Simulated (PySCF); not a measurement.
V²⁺ (vanadium, charge +2) across methods

[Ar] 3d3, high-spin 4F determinant. All numbers are calculated (PySCF 2.14, no relativity, point nucleus, in aug-cc-pVTZ with one added diffuse shell each of s, p, d, f, g type (9s8p6d4f3g, 118 functions)). The B2PLYP total includes its PT2 part (frozen core); its orbital energies are those of the SCF part.

```
 method  E (hartree)  mean ε 3p α (eV)  mean ε 3p β (eV)  mean ε 3d α (eV)  Σ⟨r²⟩ (bohr²)   ⟨S²⟩
    LDA     -940.925           -61.348           -58.587           -22.780          16.73  3.750
 B2PLYP     -942.881           -68.625           -63.607           -26.919          16.48  3.751
r2SCAN0     -943.089           -65.798           -61.547           -25.140          16.42  3.751
    UHF   -942.18682           -74.942           -67.680           -30.472          16.33  3.752
 r2SCAN     -943.093           -62.545           -59.106           -23.117          16.50  3.751
    PBE     -942.869           -61.325           -58.481           -22.736          16.70  3.750
   BP86     -943.219           -61.327           -58.593           -22.773          16.65  3.750
```

**Question.** Estimate the same row for PBE0.

**Answer.** E (hartree) = -942.920; mean ε 3p α (eV) = -64.963; mean ε 3p β (eV) = -61.129; mean ε 3d α (eV) = -24.821; Σ⟨r²⟩ (bohr²) = 16.55; ⟨S²⟩ = 3.751.
